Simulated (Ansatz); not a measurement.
Ansatz (a quantum-chemistry and plane-wave program) input (wB97M-V/def2-TZVPD):

Ansatz 0.2 input:
```yaml
crystal:
  periodic: [false, false, false]
  atoms:
    - {symbol: C, position_ang: [-1.55162713, 0.06572842, -0.02812735]}
    - {symbol: C, position_ang: [-0.14645264, -0.39478788, -0.11343163]}
    - {symbol: C, position_ang: [1.07690063, 0.18868366, -0.61610607]}
    - {symbol: O, position_ang: [0.81209283, -0.06544141, 0.80900177]}
    - {symbol: H, position_ang: [-2.05276293, -0.39294038, 0.82583086]}
    - {symbol: H, position_ang: [-2.09595804, -0.20250533, -0.93357936]}
    - {symbol: H, position_ang: [-1.59930526, 1.15659823, 0.09645479]}
    - {symbol: H, position_ang: [1.13582617, 1.24653217, -0.86063746]}
    - {symbol: H, position_ang: [1.84253237, -0.44189869, -1.05409270]}
basis:
  gaussian:
    orbitals: def2-TZVPD
hamiltonian:
  xc: {name: wB97M-V}
magnetization: {spin_polarized: true, initial_magnetization: 1}
output: {forces: true}
```

Output:

```
Functional definition: wB97M-V
integrals: 0.11 GiB planned
961 factors; their error is unknown
integrals: 0.15 GiB planned
373 factors; integrals over basis functions are off by at most 1.5e-5 eV
mean field: 1.59 GiB planned
mean field evaluation 1: about -5233.0142 eV, gradient 2.8e1 eV
mean field evaluation 2: about -5234.3069 eV, gradient 2.4e1 eV
mean field evaluation 4: about -5236.3108 eV, gradient 1.5e0 eV
mean field evaluation 8: about -5236.3318 eV, gradient 6.7e-2 eV
mean field evaluation 16: about -5236.3066 eV, gradient 6.4e-4 eV
mean field -5236.30662608 eV, -192.4307192125 hartree, gradient 4.5e-5 eV, S^2 0.752936; 0 other end points of the search recorded, 0 dependent functions left out
the calculation of the forces begins
reference -5236.30668336 eV, -192.4307213175 hartree; 16, 15 occupied and 180, 181 virtual orbitals, 961 factors
Total energy: -5236.30668336 eV, -192.4307213175 hartree
Atom 0 at    -1.551627     0.065728    -0.028127 Å, force    -0.056481     0.031385     0.017363 eV/Å
Atom 1 at    -0.146453    -0.394788    -0.113432 Å, force     0.141844     0.052553     0.103208 eV/Å
Atom 2 at     1.076901     0.188684    -0.616106 Å, force    -0.007867    -0.023980     0.145995 eV/Å
Atom 3 at     0.812093    -0.065441     0.809002 Å, force    -0.111120    -0.003006    -0.316701 eV/Å
Atom 4 at    -2.052763    -0.392940     0.825831 Å, force     0.029399     0.009598    -0.032273 eV/Å
Atom 5 at    -2.095958    -0.202505    -0.933579 Å, force     0.028881     0.003736     0.031387 eV/Å
Atom 6 at    -1.599305     1.156598     0.096455 Å, force     0.030704    -0.048660    -0.005168 eV/Å
Atom 7 at     1.135826     1.246532    -0.860637 Å, force    -0.025576    -0.027857     0.022779 eV/Å
Atom 8 at     1.842532    -0.441899    -1.054093 Å, force    -0.029785     0.006231     0.033410 eV/Å
Dipole moment:    -0.144850     0.158756    -0.318093 e Å
```

It need not be the lowest isomer of its formula.
